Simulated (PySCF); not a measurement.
**How methods differ on the ionisation energy of Nd**

Nd [Xe] 4f4 6s2 (high-spin determinant) → Nd⁺ [Xe] 4f4 6s1 (high-spin determinant), as a difference of total energies. Calculation: PySCF 2.14, in cc-pVDZ-X2C; scalar relativity by spin-free X2C-1e. Correlated levels: valence: [Kr] 4d10 frozen; valence and next inner shell: [Ar] 3d10 frozen. The calculations carry no spin-orbit coupling.

```csv
method,ionisation energy (eV),error (eV)
UHF,4.495,-1.030
LDA,5.709,+0.184
PBE,5.509,-0.016
PBE0,5.399,-0.126
r2SCAN,5.160,-0.365
BHandHLYP,5.351,-0.174
M06,5.880,+0.355
TPSS,5.369,-0.156
MP2 (valence),5.375,-0.150
SCS-MP2 (valence),5.421,-0.104
MP2 (valence and next inner shell),5.410,-0.115
SCS-MP2 (valence and next inner shell),5.440,-0.085
```

Reference: 5.525 eV (measured; NIST Atomic Spectra Database, ionization energies).

Errors of the correlated levels include the incompleteness of this basis and the frozen core.

The determinant of Nd and of Nd⁺ mixes LS terms, which raises its energy above the lowest term, most at the Hartree-Fock and MP2 levels.
